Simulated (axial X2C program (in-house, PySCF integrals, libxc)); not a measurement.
NaRe⁺: from Re and ωe to a spectrum

A bond curve at the PBE0 level, 2c, was computed with an in-house all-electron X2C program for linear molecules (integrals from PySCF) (basis Re dyall-cv3z [13s14p9d7f4g], Na dyall-cv3z [9s8p5d2f] (cores contracted in-house)) for the state Ω = 5/2 (⟨Sz⟩ = 2.44, ⟨Lz⟩ = 0.06 at PBE0). Its fit gives Re = 3.1877 Å, ωe = 133.7 cm⁻¹, ωexe = 0.982 cm⁻¹ and αe = 6.652e-04 cm⁻¹; the masses are 186.9558 and 22.9898 u. Two-component means X2C with spin–orbit coupling and atomic mean-field Coulomb and Gaunt terms.

(1) Find the reduced mass, Be and the force constant.

(2) Estimate the centrifugal constant by the Kratzer relation.

(3) Estimate De from a Morse curve and compare with the computed well depth of 0.705 eV to Re + Na+.

(4) Where do the fundamental and the first overtone lie?

(5) A Morse curve ties αe to the other constants (Pekeris). How well does that hold?

The state is one determinant whose occupation by symmetry is held fixed; it was picked as the lowest of a PBE0 search that is not exhaustive. De is counted from the lowest determinant-based energies of the atoms at the same level, without counterpoise correction. Density functionals use the spin component along the axis (collinear). With several unpaired electrons one determinant need not be a pure state. This is the top spin component of a Σ state; components of lower Ω are not single determinants and can lie lower.

Results:

(1) From the PBE0 values: μ = 20.4723 u. Be = 16.8576/(μ Re²) = 0.08104 cm⁻¹. k = 5.8918×10⁻⁷ μ ωe² = 0.216 mdyn/Å.

(2) D = 4Be³/ωe² = 1.19e-07 cm⁻¹.

(3) De(Morse) = ωe²/(4ωexe) = 0.564 eV against 0.705 eV computed, a ratio of 0.80. The extrapolation falls short: long-range attraction (ionic or ion–induced dipole) or a change of character along the curve can cause this.

(4) ν(1←0) = ωe − 2ωexe = 131.7 cm⁻¹; ν(2←0) = 2ωe − 6ωexe = 261.5 cm⁻¹.

(5) αe(Morse) = 6Be²/ωe × (√(ωexe/Be) − 1) = 7.312e-04 cm⁻¹; the PBE0 curve gives 6.652e-04 cm⁻¹, a ratio of 1.10.
